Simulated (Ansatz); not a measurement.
Program: Ansatz. Geometries: PBE0-D4/def2-TZVP. ΔE: electronic, gas phase. CBS: MP2 limit from def2 TZ/QZ plus the TZ coupled-cluster correction, frozen cores. This one scheme is used for every species. Functionals use def2-TZVPP. For Br outer-core shells are correlated without core-valence functions, which leaves a few kJ/mol of doubt a bond. Scalar relativity is left out up to krypton. Each species was taken in one conformer, which may not be the lowest.

Consider the ligand exchange at the Al–Br bond: `[SiH3][AlH][Br]` + H₂S → `[SiH3][AlH][SH]` + HBr.

Is it downhill or uphill in electronic energy at CCSD(T)/CBS, and by how much? (Estimate.)

Computed: Uphill: ΔE = +48.0 kJ/mol.

What do these levels give: LDA (SPW92), r2SCANh-D4, B2PLYP, RPA@PBE/def2-TZVPP, MP2/def2-SVP, HF/def2-TZVPP? (Best estimate.)

Computed: LDA (SPW92) 38.0, r2SCANh-D4 45.8, B2PLYP 47.5, RPA@PBE/def2-TZVPP 44.4, MP2/def2-SVP 47.8, HF/def2-TZVPP 58.9 kJ/mol.

Largest T1 diagnostic among the species: 0.013.

In def2-TZVPP, CCSD(T) changes the Hartree–Fock value by −13.2 kJ/mol (the triples alone add −2.2 kJ/mol) and MP2 by −11.6 kJ/mol. From PBE to PBE0 (25 % exact exchange), in def2-TZVPP and without D4, ΔE moves by +3.9 kJ/mol. Leaving LDA and LC-ωPBE aside and taking each functional with its dispersion term where it has one, the values, not all of them listed here, spread over 11.7 kJ/mol, from revPBE-D4 to BHLYP-D4. LDA lies −3.1 kJ/mol from PBE without D4.
